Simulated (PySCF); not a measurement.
**Core binding energy against partial charge**

C₄H₉F₃Si₂.
Numbering: `[CH3:1][SiH2:2]/[CH:3]=[C:4](\[SiH3:5])[C:6]([F:7])([F:8])[F:9]`

Binding energies: delta-SCF UKS SCAN, pcX-2 on the ionised atom, pcseg-1 elsewhere, spin-free X2C (PySCF 2.14.0). Charges: PBE0/pcSseg-1 ground-state density, for the ionised atom.

```json
{"atom": "C1", "environment": "Si-methyl carbon", "C 1s (eV)": "290.46", "Mulliken (e)": "-0.623", "IAO (e)": "-0.709", "Hirshfeld (e)": "-0.205", "ESP (e)": "-0.596"}
{"atom": "C3", "environment": "alkene CH carbon", "C 1s (eV)": "290.47", "Mulliken (e)": "-0.316", "IAO (e)": "-0.381", "Hirshfeld (e)": "-0.121", "ESP (e)": "-0.355"}
{"atom": "C4", "environment": "fully substituted alkene carbon", "C 1s (eV)": "290.75", "Mulliken (e)": "-0.585", "IAO (e)": "-0.303", "Hirshfeld (e)": "-0.119", "ESP (e)": "-0.183"}
{"atom": "C6", "environment": "CF3 carbon", "C 1s (eV)": "297.91", "Mulliken (e)": "+0.885", "IAO (e)": "+0.802", "Hirshfeld (e)": "+0.250", "ESP (e)": "+0.616"}
```

**Question.** Give the correlation coefficient and slope of binding energy on charge for each scheme.

**Answer.** Hirshfeld: r = 0.98, slope 17.8 eV per e; Mulliken: r = 0.98, slope 5.1 eV per e; IAO: r = 0.97, slope 5.4 eV per e; ESP: r = 0.96, slope 6.7 eV per e. On 4 points no scheme stands out.

**Question.** The point-charge model writes a binding energy as kq + V + constant, with V the potential of the other atoms' charges at the site. What does it give with the Mulliken charges?

**Answer.** V = Σ 14.40 eV Å × q/r over all other atoms: +8.67 eV at C1, +2.06 eV at C3, +6.09 eV at C4, -12.16 eV at C6. Fitting binding energy − V to q gives k = 18.1 eV per e and leaves an rms residual of 0.77 eV, against 0.66 eV for the fit on q alone. The model has no term for differences in relaxation between sites.

One conformer (not necessarily the lowest) at the PBE0-D3(BJ)/def2-SVP geometry, without solvent, vibrations or thermal averaging.

The values belong to the conformer `[CH3:1][SiH2:2]/[CH:3]=[C:4](\[SiH3:5])[C:6]([F:7])([F:8])[F:9]`: C1–Si2–C3–C4 95°, C3–C4–C6–F7 -4°.
